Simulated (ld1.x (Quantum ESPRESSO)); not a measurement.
# Varying the TM potential for Ti

Base potential:

- Element: titanium (Ti)
- Generator: ld1.x (Quantum ESPRESSO) 7.5
- Type: norm-conserving Troullier–Martins (Kleinman–Bylander form)
- Functional: PBE
- Relativity: scalar-relativistic
- Frozen core: [Ne]
- Valence charge: 12
- Reference configuration: 3s2 3p6 3d2 4s2 4p0
- Partial waves: 3p (bound): rc 0.90 bohr; 3d (bound): rc 1.25 bohr; 3s (bound): rc 1.25 bohr
- Local potential: the s channel
- Core correction: none

Occupied shells without a wave of their own: 4s. They enter only through the test configuration that unscreens the potential.

All-electron outer shells of the reference configuration (PBE, scalar-relativistic, ld1.x):

```tsv
shell	level (eV)	outermost node (bohr)	outermost maximum (bohr)
2s	-536.94	0.09	0.27
2p	-444.26	–	0.22
3s	-62.63	0.40	0.87
3p	-38.86	0.37	0.90
4s	-4.47	1.24	2.92
3d	-4.26	–	0.98
4p	-1.47	1.39	3.80
```

Cutoffs, loose and tight: the cutoffs (Ry, on a coarse ladder) from which the occupation-weighted sum of valence levels, in a spherical-Bessel basis at the reference potential, stays within 10 and 1 mRy of its value at 400 Ry. They do not see the model core or the augmentation charge, which bear on the density cutoff. Test errors are all-electron minus pseudo excitation energies from the reference, over the configurations 3s2 3p6 3d2 4s1 4p0; 3s2 3p6 3d2 4s0 4p0; 3s2 3p6 3d1 4s0 4p0; 3s2 3p6 3d2 4s0 4p1; 3s1 3p6 3d2 4s2 4p0; 3s2 3p5 3d2 4s2 4p0; 3s2 3p6 3d1 4s2 4p1. A dash means not determined; rows that change the core or the reference have their own tests.

```tsv
change	outcome	cutoff, loose	cutoff, tight	bound ghosts	largest test error (meV)
base	generated	110 Ry	180 Ry	none	-815
wave 3d (bound): rc 1.25 bohr becomes 3d (bound): rc 0.84 bohr	generated	180 Ry	230 Ry	none	-816
wave 3d (bound): rc 1.25 bohr becomes 3d (bound): rc 0.90 bohr	generated	180 Ry	230 Ry	none	-817
wave 3d (bound): rc 1.25 bohr becomes 3d (bound): rc 1.30 bohr	generated	110 Ry	180 Ry	none	-814
wave 3d (bound): rc 1.25 bohr becomes 3d (bound): rc 1.40 bohr	generated	100 Ry	180 Ry	none	-812
wave 3d (bound): rc 1.25 bohr becomes 3d (bound): rc 1.54 bohr	generated	90 Ry	180 Ry	none	-806
wave 3d (bound): rc 1.25 bohr becomes 3d (bound): rc 1.66 bohr	generated	90 Ry	160 Ry	none	-799
wave 3d (bound): rc 1.25 bohr becomes 3d (bound): rc 1.74 bohr	generated	90 Ry	160 Ry	none	-792
wave 3d (bound): rc 1.25 bohr becomes 3d (bound): rc 1.86 bohr	generated	90 Ry	160 Ry	none	-784
```

Question: What comes out with this change to the base: wave 3d (bound): rc 1.25 bohr becomes 3d (bound): rc 1.06 bohr?

Answer: outcome: generated; cutoff, loose: 140 Ry; cutoff, tight: 180 Ry; bound ghosts: none; largest test error (meV): -817.

Question: What comes out with this change to the base: wave 3d (bound): rc 1.25 bohr becomes 3d (bound): rc 1.16 bohr?

Answer: outcome: generated; cutoff, loose: 120 Ry; cutoff, tight: 180 Ry; bound ghosts: none; largest test error (meV): -816.

Reading the sweep of the d radius (base included, trends over the rows without a ghost): The loose cutoff falls from 180 Ry at 0.84 to 90 Ry at 1.86 bohr. A larger radius leaves more room for a smooth pseudo-wave, so fewer plane waves are needed; a smaller one forces it to follow the all-electron wave where it bends sharply. The median size of the test errors (rows with all tests solved) stays near 197.8 meV.
